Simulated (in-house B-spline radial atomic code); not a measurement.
The numbers below are computed, except where a source is named.
# Building a PAW p channel for Sb, r_c = 3.02 bohr

Sb, [Kr] 4d10 5s2 5p3, non-relativistic PBE, spherical and spin-unpolarised, from an all-electron radial atomic-structure program (B-spline basis) (atomic units; all potentials screened as in the neutral atom).

Two all-electron partial waves φ1, φ2 are integrated outwards at E1 = ε(5p) = -0.179989 and E2 = E1 + 0.5 hartree; φ1 is the bound orbital and φ2 has unit norm inside r_c = 3.0217 bohr. Smooth partners are polynomials, r^2(a0 + a1 r² + a2 r⁴ + a3 r⁶), matched to φ and three derivatives at r_c, with no condition on the norm. The local potential is -2.60578 + (0.619196) r² + (-0.0626975) r⁴ + (0.00236592) r⁶ inside 2.5817 bohr and the all-electron one outside.

```csv
wave,φ(r_c),φ'(r_c),a0,a1,a2,a3
1,0.5807788,-0.1631574,0.297181,-0.04779836,0.003151625,-7.867699e-05
2,0.006213541,-1.208718,0.6341718,-0.1368267,0.009582337,-0.0002404547
```

Inside r_c the overlaps are <φi φj> = [[0.59826, 0.70098], [0.70098, 1.00000]] and, for the smooth waves, [[0.62505, 0.74338], [0.74338, 1.07107]]. With χj = (Ej − T − V_local) applied to smooth wave j, the program's quadrature gives the matrix B_ij = <smooth i, χj> as [[0.12539, 0.25201], [0.23082, 0.48263]].

(1) Check the match of the first wave, and find the augmentation charges q_ij.

(2) B isn't symmetric. Show that D_ij = B_ij + Ej q_ij is.

Solving (T + V_local + Σ p D p) ψ = E (1 + Σ p q p) ψ in a sphere of 9 bohr, whose wall lifts the free-atom level a little, gives these levels:

```csv
all-electron,one projector,two projectors
-0.179576,-0.179576,-0.179576
0.109185,0.108560,0.109182
0.456858,0.450961,0.456851
0.962557,0.932446,0.961818
1.618280,1.511290,1.608970
```

(3) What does the second projector gain?

Results:

(1) At r_c the four terms are 2.71346, -3.98491, 2.39907, -0.54684, which sum to 0.5808, φ1(r_c) to rounding. q_ij is the all-electron overlap less the smooth one: [[-0.02680, -0.04239], [-0.04239, -0.07107]]. The smooth first wave has a norm of 0.6251 inside r_c against 0.5983, so q11 is negative and must stay small enough for the overlap operator to be positive.

(2) Integrating by parts gives B12 − B21 = (E1 − E2) q12: 0.25201 − (0.23082) = 0.02119, and −0.5 × (-0.04239) = 0.02120. So D12 = 0.25201 + (0.320011)(-0.04239) = 0.23845 and D21 = 0.23082 + (-0.179989)(-0.04239) = 0.23845; D11 = 0.13021, D22 = 0.45989. The projectors, p = (B⁻¹)ᵀ χ, are dual to the smooth waves; det B = 0.0023.

(3) With one projector the errors are 0.00, -0.63, -5.90, -30.11, -106.99 millihartree. With two the errors are 0.00, 0.00, -0.01, -0.74, -9.31 millihartree. The scattering is exact at E1 and at E2 = 0.320, and over all levels compared the largest error is 9.3 millihartree. The lowest eigenvalue of the overlap operator is 0.8554 with one and 0.8921 with two projectors. The smooth orbital alone needs a cutoff of 2.25 hartree for 1 millihartree of kinetic energy, against 4.26 for a norm-conserving Troullier-Martins orbital of the same radius; part of the gain comes from giving up the norm, part from the simpler form.
